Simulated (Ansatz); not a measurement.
Basis-set extrapolation for `COB([SiH3])Cl` (PBE0-D4/def2-TZVP geometry, frozen core, Ansatz 0.2.0). Multiplicity 1, RHF reference.

```
                      def2-TZVPP   def2-QZVPP
                 HF  -889.493630  -889.521872
    MP2 correlation    -0.822791    -0.888012
CCSD(T) correlation    -0.914704      not run
```

Energies in hartree. Use E(X) = E(∞) + A·exp(−7.88·√X) for Hartree–Fock and E(X) = E(∞) + B·X^(−2.97) for correlation, with X = 3 and 4, and add CCSD(T) minus MP2 of the smaller set to the MP2 limit.

Task: What is the CCSD(T) energy at the basis-set limit?

Result: HF limit: -889.521872 + (-0.028242) × 0.13774 = -889.52576. MP2 limit: -0.888012 + (-0.065221) × 0.74074 = -0.93632. Higher-order term: -0.914704 − (-0.822791) = -0.09191. Total: -890.55399 hartree, 3.96 eV below CCSD(T)/def2-TZVPP.
